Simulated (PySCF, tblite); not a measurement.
Isomers of C9H15N, one GFN2-xTB conformer each. Single-point energies are computed at PBE0/pcSseg-1 (PySCF, gas phase, no added dispersion term), electronic only.

| SMILES | GFN2-xTB relative energy (kJ/mol) |
| --- | --- |
| C/N=C/[C@H]1C[C@H]2C[C@@H](C1)C2 | 18.1 |
| C1=NCC[C@H](C2CCC2)C1 | 0.0 |

Conformers: `[CH3:1]/[N:2]=[CH:3]/[C@H:4]1[CH2:5][C@H:6]2[CH2:7][C@@H:8]([CH2:9]1)[CH2:10]2` with N2–C3–C4–C5 -124°; `[CH:1]1=[N:2][CH2:3][CH2:4][C@H:5]([CH:6]2[CH2:7][CH2:8][CH2:9]2)[CH2:10]1` with C4–C5–C6–C7 63°, C1–N2–C3–C4 -13°, N2–C3–C4–C5 42°, C3–C4–C5–C6 64°, C5–C6–C7–C8 132°.

Question: What does PBE0/pcSseg-1 give for the same structures?

Answer: 
| SMILES | PBE0/pcSseg-1 E (Eh) | PBE0/pcSseg-1 (kJ/mol) | GFN2-xTB (kJ/mol) | point group |
| --- | --- | --- | --- | --- |
| C1=NCC[C@H](C2CCC2)C1 | -406.15929 | 0.0 | 0.0 | C1 |
| C/N=C/[C@H]1C[C@H]2C[C@@H](C1)C2 | -406.15366 | 14.8 | 18.1 | C1 |

Both levels put the same isomer lowest. 

Question: Which frontier levels, dipoles and rotational constants go with these structures?

Answer: 
```csv
SMILES,"HOMO (eV, PBE0/pcSseg-1)",LUMO (eV),dipole (D),"A, B, C (MHz)"
C1=NCC[C@H](C2CCC2)C1,-6.61,0.31,2.07,"2606, 927.8, 820.2"
C/N=C/[C@H]1C[C@H]2C[C@@H](C1)C2,-6.97,0.31,1.24,"3243, 776.7, 732.7"
```

Question: What happens when harmonic zero-point energies from GFN2-xTB frequencies are added?

Answer: 
| SMILES | ZPE (kJ/mol) | electronic (kJ/mol) | with ZPE (kJ/mol) |
| --- | --- | --- | --- |
| C1=NCC[C@H](C2CCC2)C1 | 585.0 | 0.0 | 0.0 |
| C/N=C/[C@H]1C[C@H]2C[C@@H](C1)C2 | 582.4 | 14.8 | 12.2 |

The zero-point energies span 2.6 kJ/mol. The order is unchanged.
